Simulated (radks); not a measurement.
Q: Species: Sb40+. Configuration: [Ne] 3s1 (the NIST ground configuration). Calculated with a radial shooting solver on a logarithmic mesh with Libxc functionals: Dirac Kohn-Sham, PBE, spin-unpolarised, spherical densities, point nucleus. Some entries of the table are withheld. Estimate them.

| orbital | occ. | eigenvalue (hartree) | <1/r> (bohr^-1) | <r^2> (bohr^2) |
|---|---|---|---|---|
| 1s1/2 | 2 | -1207.808 | 54.36 | 0.001092 |
| 2s1/2 | 2 | -258.3900 | 12.87 | 0.01697 |
| 2p1/2 | 2 | (1) | (2) | (3) |
| 2p3/2 | 4 | (4) | (5) | (6) |
| 3s1/2 | 1 | -105.3148 | (7) | (8) |

A: 
(1) 2p1/2 eigenvalue (hartree): -248.8228
(2) 2p1/2 <1/r> (bohr^-1): 12.81
(3) 2p1/2 <r^2> (bohr^2): 0.01252
(4) 2p3/2 eigenvalue (hartree): -239.1912
(5) 2p3/2 <1/r> (bohr^-1): 11.91
(6) 2p3/2 <r^2> (bohr^2): 0.01370
(7) 3s1/2 <1/r> (bohr^-1): 5.272
(8) 3s1/2 <r^2> (bohr^2): 0.09476
